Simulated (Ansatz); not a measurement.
**How methods differ on AlI (iodoaluminum)**

The species is AlI (2 atoms), meant as a singlet with charge 0. As SMILES, `[Al][I]`. Geometry: the measured bond length. The run starts from this shape.

```xyz
2

Al    0.0000    0.0000    0.0000
I     0.0000    0.0000    2.5371
```

Each level gives the adiabatic ionisation energy (to the doublet cation, no zero-point term) (eV). The values are calculated.

```json
{"level": "SVWN5/def2-TZVP (core potential)", "kind": "LDA", "program": "Ansatz", "value (eV)": "8.76"}
{"level": "PBE-D3(BJ)/def2-TZVP (core potential)", "kind": "GGA", "program": "Ansatz", "value (eV)": "8.60"}
{"level": "r2SCAN/def2-TZVP (core potential)", "kind": "meta-GGA", "program": "Ansatz", "value (eV)": "8.51"}
{"level": "B3LYP-D4/def2-TZVP (core potential)", "kind": "global hybrid", "program": "Ansatz", "value (eV)": "8.75"}
{"level": "wB97X-V/def2-TZVP (core potential)", "kind": "range-separated hybrid", "program": "Ansatz", "value (eV)": "8.72"}
```

Spin-orbit coupling, which can split open shells on such heavy atoms by tenths of an eV, is left out. The values span 8.51 to 8.76 eV.
